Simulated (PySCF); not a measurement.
Correlation energy of Pd (palladium, neutral)

[Kr] 4d9 5s1, high-spin 3D determinant (an excited configuration). Calculation: PySCF 2.14, in def2-QZVPPD with the def2 core potential (28 electrons) (7s5p4d4f2g, 88 functions); scalar relativity through the core potential. Frozen: nothing; 18 electrons correlated.

| level | correlation energy (mhartree) |
| --- | --- |
| CCSD | -648.17 |
| (T) | -23.25 |
| CCSD(T) | -671.42 |

Diagnostics: T1 = 0.017, D1 = 0.0839, largest double amplitude 0.019.

Cost of the coupled-cluster step: about 2.2 core-minutes, for 18 correlated electrons.

Iterations:

```
CC2 = 0
CCSD nocc = (np.int64(10), np.int64(8)), nmo = (88, 88)
frozen orbitals [[], []]
max_cycle = 100
direct = 0
conv_tol = 1e-08
conv_tol_normt = 1e-06
diis_space = 8
diis_start_cycle = 0
Init t2, MP2 energy = -0.669132528594945
Init E_corr(UCCSD) = -0.669132528595984
cycle = 1  E_corr(UCCSD) = -0.632198868094085  dE = 0.0369336605  norm(t1,t2) = 0.0900603
cycle = 2  E_corr(UCCSD) = -0.648667776805749  dE = -0.0164689087  norm(t1,t2) = 0.0286701
cycle = 3  E_corr(UCCSD) = -0.647292067240305  dE = 0.00137570957  norm(t1,t2) = 0.0165124
cycle = 4  E_corr(UCCSD) = -0.647962599800484  dE = -0.00067053256  norm(t1,t2) = 0.00688465
cycle = 5  E_corr(UCCSD) = -0.648230436922196  dE = -0.000267837122  norm(t1,t2) = 0.00104791
cycle = 6  E_corr(UCCSD) = -0.64814436944701  dE = 8.60674752e-05  norm(t1,t2) = 0.000737078
cycle = 7  E_corr(UCCSD) = -0.648140426227282  dE = 3.94321973e-06  norm(t1,t2) = 0.000544134
cycle = 8  E_corr(UCCSD) = -0.648172499816304  dE = -3.2073589e-05  norm(t1,t2) = 0.000290946
cycle = 9  E_corr(UCCSD) = -0.648170254435673  dE = 2.24538063e-06  norm(t1,t2) = 8.39797e-05
cycle = 10  E_corr(UCCSD) = -0.648164362242266  dE = 5.89219341e-06  norm(t1,t2) = 3.11933e-05
cycle = 11  E_corr(UCCSD) = -0.648164827078809  dE = -4.64836543e-07  norm(t1,t2) = 1.11835e-05
cycle = 12  E_corr(UCCSD) = -0.648165019048953  dE = -1.91970144e-07  norm(t1,t2) = 3.07544e-06
cycle = 13  E_corr(UCCSD) = -0.64816508277579  dE = -6.37268367e-08  norm(t1,t2) = 9.09057e-07
cycle = 14  E_corr(UCCSD) = -0.648165112665011  dE = -2.98892213e-08  norm(t1,t2) = 4.16995e-07
cycle = 15  E_corr(UCCSD) = -0.64816511300044  dE = -3.35429351e-10  norm(t1,t2) = 1.11742e-07
UCCSD converged
E(UCCSD) = -127.6834949431814  E_corr = -0.6481651130004402
UCCSD(T) correction = -0.0232471678167268
```

The basis has no tight functions for the innermost shells, so their pair energies are far from complete.

This basis was not built for core-valence correlation, so the inner-shell part is incomplete.
